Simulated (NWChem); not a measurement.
System: C4H7O2S, doublet; SMILES C1CS(=O)(=O)[CH]C1

```xyz
14

O      0.4968     1.1699     1.3393
S     -0.0151     0.7716     0.0266
O     -0.3917     1.7937    -0.9442
C     -1.2871    -0.4134     0.2447
C     -0.7987    -1.8004     0.0465
C      0.7419    -1.7413     0.0099
C      1.1228    -0.4430    -0.6850
H     -2.2948    -0.0912     0.5119
H     -1.1654    -2.4826     0.8320
H     -1.1899    -2.2045    -0.9096
H      1.1328    -1.7244     1.0390
H      1.1724    -2.6164    -0.4976
H      0.9279    -0.4581    -1.7681
H      2.1443    -0.0899    -0.4904
```
Atoms are numbered in this order, from 1.

All runs: NWChem. Spin-unrestricted. Coordinates come from a PBE0/def2-SVP, spin-unrestricted optimisation. No frequency run checked for a minimum. No stability test was run on the SCF state. Level r2SCAN/def2-SVP: energy and gradient on several grids; changes count from the extra-fine grid, which is no exact limit either.

Task: Which is the coarsest grid (medium; xcoarse; xfine; fine; coarse) from which on the energy stays within 500 μHa and each gradient component within 500 μHa/bohr of xfine?

Result: coarse.
```json
[
 {"grid": "xcoarse", "size of the energy change (μHa)": "800", "largest change of a gradient component (μHa/bohr)": "2000", "time, medium = 1 (rough)": "about 1"},
 {"grid": "coarse", "size of the energy change (μHa)": "300", "largest change of a gradient component (μHa/bohr)": "300", "time, medium = 1 (rough)": "about 1"},
 {"grid": "medium", "size of the energy change (μHa)": "300", "largest change of a gradient component (μHa/bohr)": "60", "time, medium = 1 (rough)": "about 1"},
 {"grid": "fine", "size of the energy change (μHa)": "50", "largest change of a gradient component (μHa/bohr)": "< 30", "time, medium = 1 (rough)": "about 1"},
 {"grid": "xfine", "size of the energy change (μHa)": "< 10", "largest change of a gradient component (μHa/bohr)": "< 30", "time, medium = 1 (rough)": "3"}
]
```
